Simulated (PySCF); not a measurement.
The isolated species `[NH2+]1[BH2-][NH2+][BH2-]1` is ionised with Mg Kα (hν = 1253.6 eV). Calculated photoelectron kinetic energies of its computed core levels, recoil neglected:

| line | kinetic energy (eV) |
| --- | --- |
| 1 | 1058.37 |
| 2 | 847.65 |

Computed with delta-SCF UKS SCAN, pcX-2 on the ionised atom, pcseg-1 elsewhere, spin-free X2C (PySCF 2.14.0).

Question: Which element, shell and site does each line come from? Numbering: `[BH2-:1]1[NH2+:2][BH2-:3][NH2+:4]1`.

Answer: Against the vacuum level, binding energy = hν − kinetic energy.

```
line  binding energy (eV)  level  atoms                     environment
   1               195.23   B 1s  B1/B3           four-coordinate boron
   2               405.95   N 1s  N2/N4  nitrogen bonded to 2 B and 2 H
```

Question: Where does line 1 move with hν = 800.0 eV?

Answer: To 800.0 − 195.23 = 604.77 eV; every photoline shifts by the change in photon energy, -453.6 eV.

Question: Which effective nuclear charge Zeff reproduces each element's mean 1s value in the hydrogen-like formula E = 13.606 eV × Zeff²?

Answer: B (Z = 5): mean 195.2 eV, Zeff = 3.79, Z − Zeff = 1.21; N (Z = 7): mean 406.0 eV, Zeff = 5.46, Z − Zeff = 1.54. Means run over the listed sites, weighted by atom count.

Other core shells, valence and Auger electrons aren't listed. The first atom of each set that the bonding makes equivalent was ionised and stands for the set. Isolated species at its PBE0-D3(BJ)/def2-SVP geometry, gas phase.
